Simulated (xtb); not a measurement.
C2H6BF2N, SMILES CCNB(F)F. All values are semi-empirical tight-binding results from xtb (GFN2-xTB unless named), good for trends rather than for accurate numbers. The structure is a stationary point at GFN2-xTB. This is a generated structure with no PubChem entry under its InChIKey; it may be hypothetical. Other conformers were not sampled.

```json
{
  "orbital_gap": "6.77 eV",
  "dipole_moment": "3.75 D",
  "zero_point_energy": "57.1 kcal/mol",
  "G − E(el) at 298.15 K (modified RRHO)": "37.5 kcal/mol",
  "static polarisability (D4 model)": "52.3 bohr³",
  "solvation energy, GFN2-xTB/ALPB(water)": "-4.6 kcal/mol",
  "solvation energy, GFN2-xTB/ALPB(acetonitrile)": "-5.6 kcal/mol"
}
```

Computed IR lines (harmonic; lines under 4 % of the strongest left out, lines within 3 cm⁻¹ merged):
ν (cm⁻¹): 505 (w), 630 (m), 966 (w), 1228 (w), 1259 (m), 1302 (m), 1350 (w), 1528 (vs), 2923 (w), 3036 (w), 3049 (w) (against the strongest line: vs over 80 %, s over 45 %, m over 15 %, w over 4 %, vw less)
